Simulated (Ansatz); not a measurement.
Eight cases of atomisation energy with Al to Br (electronic energies, kcal/mol), geometries: B3LYP-D3(BJ)/def2-TZVP. Functionals by Ansatz (a first-principles code) in def2-TZVPD; columns hold the difference against the high level (Ansatz, AFQMC by cisd_afqmc): A = CCSD(T)/CBS(cc-pV(Q+d)Z,cc-pV(5+d)Z) + [CCSDT(Q) - CCSD(T)]/cc-pV(T+d)Z + core + X2C; B = CCSD(T)/CBS(cc-pV(T+d)Z,cc-pV(Q+d)Z) + [CCSDT(Q) - CCSD(T)]/cc-pV(D+d)Z + core + X2C; C = CCSD(T)/CBS(def2-TZVPP,def2-QZVPP) + [CCSDT(Q) - CCSD(T)]/def2-SVP. The cases were drawn at random from those of this class that have a high level and all functionals, leaving out states under which another spin lies or may lie. Left out are anions, K, Ca, elements past Kr, ionisation of Li, Na and Mg, pi-pi* triplets of linear molecules and other triplets made from a closed-shell parent. Runs that doubt their state, and full CI more than 15 mEh from coupled cluster, are set aside; a case stays where another high level and all functionals remain. AFQMC serves as high level only in triple zeta or larger, with a steady walk, a bar under 0.8 kcal/mol and agreement with other high levels or trials where they ran; where none ran, an unstable determinant or (outside 3d species) a high T1 diagnostic also bars it, so strongly correlated cases are thinned. No case was kept or dropped by the size of a functional's miss. Each difference is the functional minus the high level; affinities count positive where energy is released, gaps as the second state minus the first. Open shells are spin-unrestricted; no spin-orbit coupling. Correlated methods leave the cores frozen (noble-gas shells, and filled d and f shells in the p block). Rows without X2C or -DK are non-relativistic. CBS(X,Y): correlation extrapolated as X^-3, Hartree-Fock from the larger set (Q,5: extrapolated as (X+1)exp(-9√X)). A bracket is a step between two methods taken in the basis named. The functionals are non-relativistic, so their misses hold any scalar relativity. '+ core + X2C': CCSD(T) terms for core correlation (cc-pwCVTZ, 1s frozen past Ne) and scalar relativity (cc-pVTZ-DK). Where a partner has so few electrons that a lower coupled-cluster level is exact, that level stands in. The UHF reference of C2H5Si ([H]/[C]=C/[SiH3], doublet) is spin-contaminated (<S^2> up to 0.17 over the pure value in the sets run). The UHF reference of H4OPSi ([O][SiH2]P, doublet) is spin-contaminated (<S^2> up to 0.03 over the pure value in the sets run). The spin of CH3ClGa ([CH3][Ga][Cl], doublet) was assumed, and the state is the lowest solution found for it.

```
case                                           level  value    PBE  wB97M-V  CAM-B3LYP
---------------------------------------------  -----  -----  -----  -------  ---------
SiH2SCl (SMILES [S][SiH2]Cl, doublet)              B  330.5   -2.5      1.1       -6.3
CH3ClGa (SMILES [CH3][Ga][Cl], doublet)            C  445.8    3.5     -1.4       -4.6
SiH4S2 (bis(sulfanyl)silane, SMILES S[SiH2]S)      B  493.1   -6.5      0.8      -10.0
C2H5Si (SMILES C(/[SiH3])=[C]\[H], doublet)        B  658.6    4.7     -1.0       -0.1
AlP2H5 (SMILES [AlH]([PH2])[PH2])                  B  496.1   -4.9      4.9       -2.1
BSiH3Cl (SMILES [SiH3][B]Cl, doublet)              B  400.6    3.2      1.2       -0.2
AlSiH5 (SMILES [SiH3][AlH2])                       A  424.1  -12.3     -0.1        0.1
H4SiPO (SMILES [SiH2](P)[O], doublet)              B  478.0    6.1      1.8        0.6
```

Over these rows, PBE: mean -1.1, mean absolute 5.5, median absolute 4.8, largest -12.3; wB97M-V: mean +0.9, mean absolute 1.5, median absolute 1.2, largest +4.9; CAM-B3LYP: mean -2.8, mean absolute 3.0, median absolute 1.4, largest -10.0 kcal/mol. PBE lies above in 4 and below in 4 of the eight.
